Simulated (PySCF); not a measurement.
## Substituent chemical shifts

Parent skeleton `[CH:1]#[C:2][SiH:3]([F:4])[C:5]#[C:6][CH3:7]`; one hydrogen on atom 3 is replaced by X. Hydrogens on one atom are averaged.

[PySCF: PBE0/pcSseg-1 with gauge-including orbitals; geometry from GFN2-xTB; relativity neglected; no solvent model; fast rotation and ring inversion assumed for equivalent nuclei; one computed conformer]

Referencing at the same level of theory: TMS for 13C and 29Si and 1H; 19F against CFCl3.

Known members:
```csv
X,C1,C2,Si3,F4,C5,C6,C7,H(C1),H(C7)
Cl,100.5,87.0,-51.4,-128.4,83.1,112.4,5.5,1.98,2.12
nPr,101.1,88.3,-31.8,-169.8,83.8,112.4,5.6,1.89,2.10
CHCl2,103.7,84.7,-53.7,-165.4,78.5,115.4,5.6,1.98,2.18
NHSiH3,100.0,87.7,-58.5,-158.0,84.9,110.1,5.6,1.91,2.10
N(SiH3)2,100.8,87.6,-59.2,-147.8,83.9,111.0,5.6,1.90,2.12
```

Four more derivatives gave (δ, ppm):
```csv
compound,C1,C2,Si3,F4,C5,C6,C7,H(C1),H(C7)
1,100.3,88.8,-31.6,-165.8,81.4,112.8,5.5,1.90,2.05
2,102.1,86.3,-37.4,-141.8,82.6,114.0,5.6,2.04,2.13
3,98.7,88.1,-62.7,-164.8,84.2,109.5,5.6,1.76,2.05
4,101.0,88.2,-48.7,-179.3,83.6,112.4,5.7,1.91,2.11
```

**Question.** Their substituents are NMe2, SSiH3, cPr, isopropenyl. Which is which?

**Answer.** 1: X = cPr (C#C[Si@@](F)(C#CC)C1CC1); 2: X = SSiH3 (C#C[Si@](F)(C#CC)S[SiH3]); 3: X = NMe2 (C#C[Si@@](F)(C#CC)N(C)C); 4: X = isopropenyl (C#C[Si@](F)(C#CC)C(=C)C).

Unscaled 19F shifts against computed CFCl3 carry errors that often reach 10 to 50 ppm.
